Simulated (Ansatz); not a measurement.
A nudged elastic band was laid between two geometries of CH6BSn (9 atoms, charge 1, multiplicity 1).

Computed with Ansatz 0.2.0, RKS PBE-D4/def2-SVP.

```
movable images  : 7
climbing image  : yes
spring          : 5.0 eV/Å²
optimiser       : quadratic models (default)
start path      : IDPP
force threshold : 0.03 eV/Å
iteration limit : 60
end points      : relaxed
```

First end point:

```xyz
9
Properties=species:S:1:pos:R:3
B -0.409 0.555 -1.513
C -0.007 1.081 -0.252
Sn 0.211 -1.016 0.904
H -0.741 0.034 -2.538
H -0.774 1.616 0.349
H 1.004 1.534 -0.166
H 1.628 -1.669 0.205
H -1.254 -1.832 0.558
H 0.342 -0.305 2.452
```

Last end point:

```xyz
9
Properties=species:S:1:pos:R:3
B -0.993 1.170 -0.637
C 0.346 0.709 -0.782
Sn 0.240 -1.055 0.849
H -2.130 1.495 -0.453
H 0.616 0.173 -1.718
H 1.165 1.359 -0.403
H 1.842 -1.584 0.574
H -1.019 -2.055 0.264
H -0.067 -0.213 2.306
```

**Question.** What changes between the two ends?

**Answer.** No bond is made or broken. The dihedral H5–C2–Sn3–H9 goes from -48 to 176°.

**Question.** Give the energies along the band, and the barrier.

**Answer.** It converged. The highest image is number 4 of 0 to 8, 28.3 kcal/mol above the ends, which have the same energy within 2 meV. A vibrational analysis at the climbing image gives one clearly imaginary mode, 732i cm⁻¹: a first-order saddle point. Limits of this set-up: the dipole of an ion depends on the origin.

```tsv
image	path coordinate (Å)	energy (kcal/mol)	dihedral H5–C2–Sn3–H9 (°)
0	0.00	0.0	-48
1	0.78	0.1	-27
2	1.55	2.7	-28
3	2.33	14.6	-55
4	3.11	28.3	-120
5	3.99	12.4	171
6	4.86	1.1	142
7	5.74	0.1	154
8	6.62	0.0	176
```

**Question.** What is the geometry of the highest image?

**Answer.** 
```xyz
9
Properties=species:S:1:pos:R:3
B -0.973 0.544 -0.767
C 0.140 1.103 -0.178
Sn 0.529 -1.198 0.637
H -1.967 0.210 -1.335
H -0.418 1.951 -0.747
H 1.025 1.543 0.292
H 2.033 -1.383 -0.150
H -0.831 -1.992 -0.043
H 0.461 -0.779 2.291
```

**Question.** What are the harmonic wavenumbers there?

**Answer.** 732i, 122, 210, 291, 380, 420, 546, 637, 648, 657, 683, 684, 779, 1247, 1490, 1900, 1943, 1961, 2657, 2783, 3240 cm⁻¹.

The band took 18 iterations and about 5 core-minutes.

The run took 4.9 min on 1 CPU thread of a shared host.
